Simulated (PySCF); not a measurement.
Cr(OH2)6, SMILES [OH2]->[Cr+3](<-[OH2])(<-[OH2])(<-[OH2])(<-[OH2])<-[OH2] (charge +3), quartet (GFN2-xTB optimised geometry):

```
19

Cr     0.000     0.000     0.000
O      2.092     0.000     0.000
H      2.680    -0.776    -0.001
H      2.680     0.776     0.001
O      0.000     2.092     0.000
H      0.002     2.680    -0.776
H     -0.001     2.680     0.776
O      0.000     0.000     2.092
H     -0.776     0.002     2.680
H      0.776    -0.003     2.680
O      0.000     0.000    -2.092
H      0.776     0.001    -2.680
H     -0.776    -0.001    -2.680
O      0.000    -2.092     0.000
H     -0.002    -2.680     0.776
H      0.001    -2.680    -0.776
O     -2.092     0.000     0.000
H     -2.680    -0.776    -0.001
H     -2.680     0.776     0.000
```

Level of theory: unrestricted PBE0/def2-SVP (PySCF).

Q: What are the frontier orbital energies (α orbitals alone; a β orbital can be the lowest empty one)?

A: HOMO-2 -23.30 eV, HOMO-1 -23.30 eV, HOMO -23.30 eV, LUMO -18.02 eV, LUMO+1 -18.02 eV.

On the same geometry unrestricted PBE/def2-SVP (PySCF) gives HOMO-2 -20.73 eV, HOMO-1 -20.73 eV, HOMO -20.73 eV, LUMO -18.79 eV, LUMO+1 -18.79 eV.

Meta-Löwdin charges at PBE0/def2-SVP: Cr1 1.52, O2 -0.57, H3 0.41, H4 0.41, O5 -0.57, H6 0.41, H7 0.41, O8 -0.57, H9 0.41, H10 0.41, O11 -0.57, H12 0.41, H13 0.41, O14 -0.57, H15 0.41, H16 0.41, O17 -0.57, H18 0.41, H19 0.41.
